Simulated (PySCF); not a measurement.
Level of theory: PBE-D3(BJ)/def2-TZVP // PBE0-D3(BJ)/def2-SVP run with PySCF. All species are isolated molecules in the gas phase. One relaxed conformer stands for a flexible species; it need not be the lowest. Delta-SCF ions had no search for a lower state. Excitations are Tamm–Dancoff values on a coarser integration grid. The basis has no diffuse functions, so Rydberg states are missing or too high.

Reference species (SMILES): `c1(C#C)ccc(c2sccc21)B` (neutral, multiplicity 1).

```json
{
 "S1 excitation (TDA)": "2.90 eV",
 "HOMO–LUMO gap": "2.43 eV",
 "vertical ionisation energy (Delta-SCF)": "7.93 eV"
}
```

Changed species: `Bc1cc(C#C)cc2ccsc12`.

Question: What does the change do to the S1 excitation (TDA), HOMO–LUMO gap and vertical ionisation energy (Delta-SCF)?

Answer: the S1 excitation (TDA) goes up by 0.07 eV, to 2.97 eV; the HOMO–LUMO gap goes up by 0.17 eV, to 2.60 eV; the vertical ionisation energy (Delta-SCF) increases by 0.03 eV, to 7.96 eV.
